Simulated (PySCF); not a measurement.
## Partial charges of `C#C[Si@@H](C#N)[C@H]1CCS[SiH2]1`

C6H9NSSi2.
Structure used (GFN2-xTB), in Å, numbered top down from 1:
```
atom  x, y, z in Å
C1     3.3403   -0.1749   -1.7126
C2     2.6258   -0.2790   -0.7507
Si3    1.4650   -0.4117    0.6831
C4     2.1370    0.7206    2.0111
N5     2.5424    1.4120    2.8289
C6    -0.2321    0.2783    0.1762
C7    -0.8564   -0.5389   -0.9559
C8    -2.2643   -0.0432   -1.2338
S9    -3.2434   -0.0453    0.3156
Si10  -1.5499    0.3810    1.5566
H11    3.9765   -0.0858   -2.5462
H12    1.4175   -1.7759    1.2153
H13   -0.0791    1.2995   -0.1951
H14   -0.2587   -0.4644   -1.8692
H15   -0.9046   -1.5940   -0.6733
H16   -2.7939   -0.6820   -1.9382
H17   -2.2585    0.9783   -1.6156
H18   -1.6399    1.7107    2.1418
H19   -1.4334   -0.6759    2.5544
```

Density: PBE0/pcSseg-1 (PySCF); schemes: Mulliken, IAO, Hirshfeld and ESP-fitted. Geometry: GFN2-xTB, one conformer, isolated molecule.

Which atoms carry the highest charge in the Mulliken, IAO, Hirshfeld and ESP-fitted schemes?

The schemes don't all agree: Mulliken Si3 (+0.950); IAO Si3 (+0.923); Hirshfeld Si3 (+0.420); ESP-fitted Si10 (+0.570).

Do the Mulliken, IAO, Hirshfeld and ESP-fitted schemes agree on where the charge is lowest?

The schemes don't all agree: Mulliken C6 (-0.847); IAO C6 (-0.645); Hirshfeld N5 (-0.192); ESP-fitted C6 (-0.458).

For which atoms does the sign change between the 4 schemes (beyond +0.03 e in one, beyond −0.03 e in another)?

C4.

Give the atomic charges in each scheme.

In e:

```
atom                  environment  Mulliken     IAO  Hirshfeld  ESP-fitted
  C1       terminal alkyne carbon    -0.175  -0.162     -0.062      -0.336
  C2                alkyne carbon    -0.183  -0.333     -0.152      -0.086
 Si3                  SiH silicon    +0.950  +0.923     +0.420      +0.294
  C4                 cyano carbon    -0.200  -0.157     -0.030      +0.233
  N5               cyano nitrogen    -0.199  -0.186     -0.192      -0.394
  C6  sp3 carbon bound to silicon    -0.847  -0.645     -0.190      -0.458
  C7              ring CH2 carbon    -0.215  -0.248     -0.071      -0.216
  C8   sp3 carbon bound to sulfur    -0.276  -0.323     -0.065      -0.314
  S9    sulfur bonded to C and Si    -0.276  -0.204     -0.107      -0.295
Si10                 SiH2 silicon    +0.647  +0.682     +0.315      +0.570
 H11              alkyne hydrogen    +0.072  +0.210     +0.106      +0.310
 H12                Si–H hydrogen    -0.016  -0.094     -0.050      -0.001
 H13             methine hydrogen    +0.191  +0.164     +0.046      +0.223
 H14           methylene hydrogen    +0.151  +0.150     +0.043      +0.141
 H15           methylene hydrogen    +0.144  +0.138     +0.039      +0.153
 H16           methylene hydrogen    +0.166  +0.165     +0.051      +0.206
 H17           methylene hydrogen    +0.158  +0.149     +0.041      +0.168
 H18                Si–H hydrogen    -0.042  -0.110     -0.069      -0.104
 H19                Si–H hydrogen    -0.050  -0.118     -0.073      -0.093
```

Mean size of the charges over all atoms: IAO 0.272 e, Mulliken 0.261 e, ESP-fitted 0.242 e, Hirshfeld 0.112 e. Each set sums to the total charge, 0, to within 0.001 e. The IAO scheme counts the electrons in orthogonalised intrinsic atomic orbitals, a minimal basis polarised so that it spans the occupied orbitals exactly.

Sum the charges by element, for elements with more than one atom.

```csv
element,atoms,Mulliken,IAO,Hirshfeld,ESP-fitted
C,6,-1.896,-1.868,-0.569,-1.177
Si,2,+1.597,+1.604,+0.735,+0.864
H,9,+0.774,+0.653,+0.134,+1.002
```

How many electrons does the ESP-fitted scheme count on C6?

Z − q = 6 − (-0.458) = 6.458.

How closely do the schemes follow one another over all atoms?

Correlation coefficient and root-mean-square difference: Mulliken with IAO 0.98, 0.076 e; IAO with Hirshfeld 0.96, 0.210 e; Mulliken with Hirshfeld 0.92, 0.233 e; IAO with ESP-fitted 0.82, 0.201 e; Hirshfeld with ESP-fitted 0.81, 0.178 e; Mulliken with ESP-fitted 0.80, 0.220 e.
